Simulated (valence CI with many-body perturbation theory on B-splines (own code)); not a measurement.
Mo10+: key properties

Computed by valence CI with perturbative core correlation (CI+MBPT): four valence electrons over a frozen Dirac-Fock core [Ar] 3d10, radial functions for each j: 11 s, 11 p, 9 d, 7 f, 5 g, 2 h, 1 i, with the one-electron correlation potential Σ1, the two-electron term Σ2, the three-electron term Σ3, Breit, model QED; selected CI, second order for the rest, scaled by the run's own slope (own B-spline code, finite nucleus).

No measured spectrum was set against this ion. As an estimate, levels hold to about 250 cm⁻¹ or 0.2 % of their energy and the worst to 1 %, as in measured heavy ions of charge 2 to 7; those with d or f electrons hold less well.

Names give the largest LS component (configuration and term), which can be under half, so a name can repeat, a term be missing and a line seem to break the LS rules; names also repeat where a configuration has a term twice.

Rates and lifetimes use the calculated energies. Strong lines usually hold to 10 to 20 %, long lifetimes can be off by a factor of two.

(1) What is the ground level?

(2) What are the static dipole polarisabilities of the lowest levels?

(3) What is the ionisation energy?

(4) Name the longest-lived excited levels whose lifetime is computed, and their main decay.

(5) How well does LS coupling describe the low levels?

(6) How is the term 3P of the ground level split?

(7) Where does the other parity begin?

Answers

(1) 4s2 4p2 3P_0, composition 88 % 4s2 4p2 3P + 10 % 4s2 4p2 1S.

(2) 4s2 4p2 3P_0 1.02; 4s2 4p2 3P_1 1.04 (tensor 0.034); 4s2 4p2 3P_2 1.04 (tensor -0.0064); 4s2 4p2 1D_2 1.05 (tensor 0.078) bohr³, of which the core gives 0.0579.

(3) 209.28 eV; NIST lists 209.3 ± 1.2 eV (theoretical).

(4) 4s2 4p2 3P_2 at 27155 cm⁻¹ lives 120 ms, mostly by M1 to 4s2 4p2 3P_1; 4s2 4p2 3P_1 at 17617 cm⁻¹ lives 11.3 ms, mostly by M1 to 4s2 4p2 3P_0; 4s2 4p2 1D_2 at 54777 cm⁻¹ lives 2.50 ms, mostly by M1 to 4s2 4p2 3P_1. The lifetime of 4s2 4p 4d 3F°_4 is too uncertain to give, and may be longer.

(5) Among the lowest 20 levels the leading LS term, summed over configurations, holds 82 % on average. For single configurations the figures are 77 % in LS and 73 % in jj coupling. Terms mix most in the J = 2 level at 415650 cm⁻¹, where the leading one holds 45 %.

(6) J = 0 at 0, J = 1 at 17617, J = 2 at 27155 cm⁻¹.

(7) At 4s 4p3 5S°_2, 200940 cm⁻¹.
